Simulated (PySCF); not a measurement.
## Correlation energy of Ce (cerium, neutral)

[Xe] 4f2 6s2, one real determinant (an excited configuration). Computed with PySCF 2.14 in x2c-TZVPPall (11s7p7d4f2g, 113 functions), with the spin-free X2C one-electron Hamiltonian (Gaussian nucleus). Frozen: [Ar] 3d10; 30 electrons correlated.

MP2 pair energies summed by pair of shells (mhartree):

```csv
pair,energy,share (%)
4d-4d,-279.18,29.0
4d-5p,-128.55,13.4
5p-5p,-120.35,12.5
4d-4f,-79.79,8.3
4p-4d,-58.95,6.1
4f-5p,-54.51,5.7
5s-5p,-35.58,3.7
4d-5s,-34.24,3.6
5p-6s,-31.94,3.3
4p-4p,-21.85,2.3
4s-4d,-19.79,2.1
6s-6s,-16.85,1.8
4p-5p,-12.66,1.3
4f-5s,-10.99,1.1
4p-4f,-9.96,1.0
4p-5s,-7.14,0.7
5s-5s,-6.42,0.7
4s-4p,-5.90,0.6
4f-4f,-5.90,0.6
4d-6s,-5.86,0.6
4f-6s,-5.74,0.6
4s-4f,-2.59,0.3
4s-4s,-2.33,0.2
5s-6s,-1.75,0.2
4s-5p,-1.42,0.1
4s-5s,-1.06,0.1
4p-6s,-0.54,0.1
4s-6s,-0.07,0.0
```

Total MP2 correlation energy: -961.91 mhartree.

Same-spin part -340.81 and opposite-spin part -621.09 mhartree; SCS-MP2 scales them by 1/3 and 6/5 to -858.92 mhartree.

The reference is one real determinant that mixes LS terms of this configuration.

This basis was not built for core-valence correlation, so the inner-shell part is incomplete.
